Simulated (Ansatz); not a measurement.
Geometry optimisation, RKS PBE-D4/def2-SVP in Ansatz.

Input:

```yaml
crystal:
  periodic: [false, false, false]
  atoms:
    - { symbol: Ge, position_ang: [0.044635, 0.168531, -0.087502] }
    - { symbol: F, position_ang: [0.170328, -0.25827, 1.558166] }
    - { symbol: F, position_ang: [1.53179, -0.24117, -0.841884] }
    - { symbol: F, position_ang: [-0.299067, 1.819262, -0.385269] }
    - { symbol: F, position_ang: [-1.145081, -0.86347, -0.92293] }
    - { symbol: O, position_ang: [-2.54169, -0.001896, 1.317687] }
    - { symbol: Al, position_ang: [-3.052871, -1.087105, 0.030478] }
    - { symbol: H, position_ang: [-2.964421, -2.663106, 0.277135] }
    - { symbol: H, position_ang: [-3.976146, -0.362926, -1.046943] }
    - { symbol: H, position_ang: [-1.905977, -0.248049, 2.033763] }
basis:
  gaussian: { orbitals: def2-SVP }
hamiltonian:
  xc: pbe
  dispersion: d4
relax:
  f_tol: 0.03
  max_steps: 50
```

Launched with:

```bash
$ ansatz run input.yaml --threads 4 --pin off --max-ram 5120MiB --backend cpu --events-out ev --progress --plain --runs-dir out
```

Problem. Where does it end, and by what steps?

Solution. The run converged. After 16 steps the energy has fallen by 1.138 eV; F3 moved furthest, 1.10 Å. Joined: Ge1–O6 (2.95 → 1.87 Å).

```json
{"step": "0", "energy less start (eV)": "0.0000", "largest force component (eV/Å)": "0.969", "accepted": "yes"}
{"step": "1", "energy less start (eV)": "-0.1362", "largest force component (eV/Å)": "1.290", "accepted": "yes"}
{"step": "2", "energy less start (eV)": "-0.3473", "largest force component (eV/Å)": "1.727", "accepted": "yes"}
{"step": "3", "energy less start (eV)": "-0.6651", "largest force component (eV/Å)": "1.385", "accepted": "yes"}
{"step": "4", "energy less start (eV)": "-0.5457", "largest force component (eV/Å)": "3.681", "accepted": "no"}
{"step": "5", "energy less start (eV)": "-0.8525", "largest force component (eV/Å)": "0.718", "accepted": "yes"}
{"step": "6", "energy less start (eV)": "-0.9012", "largest force component (eV/Å)": "0.402", "accepted": "yes"}
{"step": "7", "energy less start (eV)": "-0.9187", "largest force component (eV/Å)": "0.091", "accepted": "yes"}
{"step": "8", "energy less start (eV)": "-0.9243", "largest force component (eV/Å)": "0.075", "accepted": "yes"}
{"step": "9", "energy less start (eV)": "-0.9496", "largest force component (eV/Å)": "0.218", "accepted": "yes"}
{"step": "10", "energy less start (eV)": "-0.9723", "largest force component (eV/Å)": "0.531", "accepted": "yes"}
{"step": "11", "energy less start (eV)": "-0.9872", "largest force component (eV/Å)": "0.909", "accepted": "yes"}
{"step": "12", "energy less start (eV)": "-1.0734", "largest force component (eV/Å)": "0.369", "accepted": "yes"}
{"step": "13", "energy less start (eV)": "-1.1190", "largest force component (eV/Å)": "0.157", "accepted": "yes"}
{"step": "14", "energy less start (eV)": "-1.1198", "largest force component (eV/Å)": "0.423", "accepted": "yes"}
{"step": "15", "energy less start (eV)": "-1.1347", "largest force component (eV/Å)": "0.193", "accepted": "yes"}
{"step": "16", "energy less start (eV)": "-1.1375", "largest force component (eV/Å)": "0.020", "accepted": "yes"}
```

```xyz
10
Properties=species:S:1:pos:R:3
Ge -0.240 0.194 0.238
F 0.431 0.708 1.771
F 0.944 -0.961 -0.258
F -0.323 1.702 -0.598
F -1.426 -0.558 -1.236
O -1.788 -0.434 1.080
Al -2.893 -1.148 -0.330
H -2.913 -2.733 -0.229
H -4.138 -0.189 -0.555
H -1.791 -0.319 2.049
```

The run took 40 s on 4 threads of Arm Neoverse V1, with other jobs on the host, peak memory 0.21 GiB.
